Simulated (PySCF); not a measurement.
## TDDFT excited states: C6H7F3

Species: C6H7F3.
SMILES: `C[C@H]1C/C1=C\C(F)(F)F`

Computed with PySCF, TDDFT wB97X-D/def2-SVPD, vertical, gas phase, core orbitals frozen in the response. Geometry: GFN2-xTB; no solvent, vibrations or thermal averaging. Torsions of this conformer, `[CH3:1][C@H:2]1[CH2:3]/[C:4]1=[CH:5]\[C:6]([F:7])([F:8])[F:9]`: C4–C5–C6–F7 1°.

Q: What does the calculation give for the low-lying excited states?

A: 

| state | E (eV) | λ (nm) | f | main configurations (H = HOMO, L = LUMO) |
| --- | --- | --- | --- | --- |
| S1 | 6.45 | 192.2 | 0.0017 | H-1→L (90%) |
| S2 | 7.00 | 177.2 | 0.0084 | H-2→L (90%) |
| S3 | 7.39 | 167.7 | 0.551 | H→L (92%) |
| S4 | 8.26 | 150.1 | 0.024 | H→L+1 (78%), H→L+3 (13%) |
| S5 | 8.69 | 142.7 | 0.025 | H-1→L+1 (85%) |
| S6 | 9.01 | 137.6 | 0.012 | H-2→L+1 (75%) |
| S7 | 9.06 | 136.9 | 0.0006 | H→L+2 (38%), H→L+3 (19%), H→L+5 (18%) |
| S8 | 9.11 | 136.1 | 0.037 | H-3→L (92%) |

Triplets (Tamm–Dancoff): T1 4.56 eV, H→L (92%); T2 5.99 eV, H-1→L (88%); T3 6.83 eV, H-2→L (89%).

The lowest singlet lies at 6.45 eV (192 nm, vacuum ultraviolet) and is very weak; its leading configuration is HOMO-1→LUMO (90%). The strongest level in the table is S3 at 7.39 eV (168 nm, f = 0.551). Löwdin shares by element: HOMO carbon 80% or more (atoms not listed hold the other 20%); LUMO carbon 68% or more (atoms not listed hold the other 33%). Orbital energies (eV): HOMO-3 -12.49, HOMO-2 -11.00, HOMO-1 -10.61, HOMO -10.14, LUMO 1.12, LUMO+1 2.27, LUMO+2 2.93. Of the 8 states listed, 5 reach f = 0.01 and none stays under 0.0005. The oscillator strengths of these states sum to 0.659; summed over the whole spectrum of an exact calculation they would give the number of electrons, 70 (Thomas–Reiche–Kuhn). No computed singlet lies in the visible range (380 to 750 nm); the lowest, at 192 nm, stands 3.19 eV above its violet end (3.26 eV). Only the lowest 8 singlets were computed, as vertical energies without vibronic structure.
